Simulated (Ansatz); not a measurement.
Si(F)(Cl)(Me)(OH) (CH4ClFOSi), SMILES C[Si](F)(Cl)O.

Geometry: PBE0-D3(BJ)/def2-SVP. Other conformers were not sampled.

Two levels are set side by side: PBE/def2-SVPD (Ansatz, a first-principles code) and PBE0/def2-SVPD (Ansatz). Energy differences of separate SCF runs at the same geometry; the states with an electron removed or added have multiplicity 2 and 2. Differences are taken from unrounded values.

```csv
quantity,PBE
vertical ionisation energy (eV),11.10
vertical singlet–triplet gap (eV),7.34
```

Task: These are the PBE values. What does PBE0 give? (The exact figures need the calculation; the answer reports its results.)

Result: 
```tsv
quantity	PBE0	PBE minus PBE0
vertical ionisation energy (eV)	11.65	-0.55
vertical singlet–triplet gap (eV)	7.98	-0.65
```
